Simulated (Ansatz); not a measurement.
Geometry optimisation, UKS PBE-D4/6-31G* (Ansatz 0.2.0).

Input file:

```yaml
crystal:
  periodic: [false, false, false]
  atoms:
    - { symbol: H, position_ang: [0.306797, 1.060026, 1.359634] }
    - { symbol: "N", position_ang: [0.061572, 0.083303, 1.173517] }
    - { symbol: C, position_ang: [-0.12798, -0.279081, -0.131335] }
    - { symbol: Si, position_ang: [-0.90236, -1.989015, -0.491266] }
    - { symbol: "N", position_ang: [0.199462, 0.536336, -1.091287] }
    - { symbol: H, position_ang: [0.832052, 2.566286, -0.187952] }
    - { symbol: O, position_ang: [1.167915, 3.016059, 0.615597] }
    - { symbol: H, position_ang: [-0.332687, -0.462782, 1.933357] }
    - { symbol: H, position_ang: [-0.816435, -2.927801, 0.680097] }
    - { symbol: H, position_ang: [-0.171422, -2.566479, -1.665464] }
    - { symbol: H, position_ang: [-2.34691, -1.81179, -0.857111] }
    - { symbol: H, position_ang: [0.048718, 0.109682, -2.013609] }
    - { symbol: H, position_ang: [2.081178, 2.665254, 0.675924] }
magnetization:
  spin_polarized: true
basis:
  gaussian: { orbitals: "6-31G*" }
hamiltonian:
  xc: pbe
  dispersion: d4
relax:
  f_tol: 0.03
  max_steps: 50
output:
  orbitals: {}
```

Command:

```bash
$ ansatz run input.yaml --threads 4 --pin off --max-ram 5120MiB --backend cpu --events-out ev --progress --plain --runs-dir out
```

Q: Where does it end, and by what steps?

A: The forces met the threshold. After 7 steps the energy has fallen by 0.153 eV; H6 moved furthest, 0.39 Å.

```csv
step,energy less start (eV),largest force component (eV/Å),accepted
0,0.0000,0.392,yes
1,-0.0789,0.958,yes
2,-0.1290,0.451,yes
3,-0.1429,0.242,yes
4,-0.1506,0.123,yes
5,-0.1516,0.065,yes
6,-0.1523,0.044,yes
7,-0.1526,0.021,yes
```

```xyz
13
Properties=species:S:1:pos:R:3
H 0.407 1.100 1.370
N 0.113 0.118 1.192
C -0.085 -0.217 -0.117
Si -0.889 -1.918 -0.488
N 0.281 0.621 -1.053
H 0.750 2.189 -0.237
O 0.977 2.718 0.589
H -0.319 -0.423 1.934
H -0.810 -2.836 0.698
H -0.176 -2.531 -1.654
H -2.330 -1.723 -0.853
H 0.126 0.243 -1.994
H 1.953 2.659 0.613
```

Time of the run: 27 s on 4 threads of Arm Neoverse N1, on a shared host, peak memory 0.19 GiB.
